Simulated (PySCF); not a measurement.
Vertical excitations of a molecule C₂H₉NSi from PySCF with TDDFT-PBE/def2-SVPD, as energy in eV (oscillator strength): 5.59 (0.013), 6.23 (0.022), 6.68 (0.014), 6.85 (0.013), 6.97 (0.012), 7.24 (0.020), 7.31 (0.033), 7.49 (0.025), 7.53 (0.020), 7.66 (0.008). Lowest triplet (TDA): 5.33 eV. Coordinates come from a r2SCAN-D4/def2-SVP optimisation. Other conformers were not sampled.

Q: Which structure fits?
A) CNC[SiH3]
B) C[C@@H](N)[SiH3]
C) CC[SiH2]N
D) C[SiH2]CN

A: C, CC[SiH2]N
